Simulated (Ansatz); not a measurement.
Species: PbS (charge 0, singlet). SMILES: [S]=[Pb]
Geometry: optimised at B3LYP-D3(BJ)/def2-TZVP (Ansatz, an electronic-structure program).

Parts of the frozen-core correlation energy in def2-SVP (Ansatz, hartree). Frozen orbitals: 14; correlated occupied orbitals by spin: 5 and 5; virtual: 25 and 25. No spin-orbit coupling. Past Kr the def2 sets carry scalar-relativistic core potentials.

```json
[
 {"term": "reference (HF)", "value": "-589.26941"},
 {"term": "MP2 opposite-spin", "value": "[?]"},
 {"term": "MP2 same-spin", "value": "[?]"},
 {"term": "CCSD correlation", "value": "[?]"},
 {"term": "(T)", "value": "-0.01252"},
 {"term": "CCSDT minus CCSD(T)", "value": "-0.00089"},
 {"term": "CCSDT(Q) minus CCSD(T)", "value": "-0.00205"},
 {"term": "T1 diagnostic", "value": "0.038"},
 {"term": "largest doubles amplitude", "value": "0.091"}
]
```

Some entries are withheld; supply them.


- MP2 opposite-spin, value: -0.13890
- MP2 same-spin, value: -0.04961
- CCSD correlation, value: -0.20264
